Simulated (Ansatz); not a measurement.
```yaml
crystal:
  periodic: [false, false, false]
  atoms:
    - {symbol: B, position_ang: [-0.632829, 1.538413, 0.049218]}
    - {symbol: C, position_ang: [-0.396690, 0.018274, 0.333744]}
    - {symbol: O, position_ang: [-1.284703, -0.649387, 1.043719]}
    - {symbol: Si, position_ang: [1.196318, -0.860171, -0.215962]}
    - {symbol: Cl, position_ang: [-1.167430, 0.568235, -1.609313]}
    - {symbol: H, position_ang: [-1.593182, 2.042720, 0.550225]}
    - {symbol: H, position_ang: [0.335277, 2.194986, -0.206377]}
    - {symbol: H, position_ang: [-1.145991, -1.605266, 0.995824]}
    - {symbol: H, position_ang: [2.036437, -0.975408, 1.006804]}
    - {symbol: H, position_ang: [1.890756, -0.096293, -1.268937]}
    - {symbol: H, position_ang: [0.827537, -2.233301, -0.658544]}
basis:
  gaussian: {orbitals: def2-TZVPD, point_charges: [{charge: 2.00, position_ang: [4.952, 0.679, 0.073]}]}
hamiltonian: {xc: {name: HF}}
correlation: {method: mp2, frozen_orbitals: {B: 9}}
output: {forces: true}
```

```sh
$ ansatz run in.yaml --threads 4 --pin off --events-out ev --progress --plain --max-ram 10444MiB
```

Shortened log:

```
Functional definition: HF
Error: "frozen_orbitals" has no count for C
```

(1) What is wrong with this run?

## Answers

(1) Frozen orbitals are typed for one element alone, and the program wants a count for each. The input was rejected before any iteration.
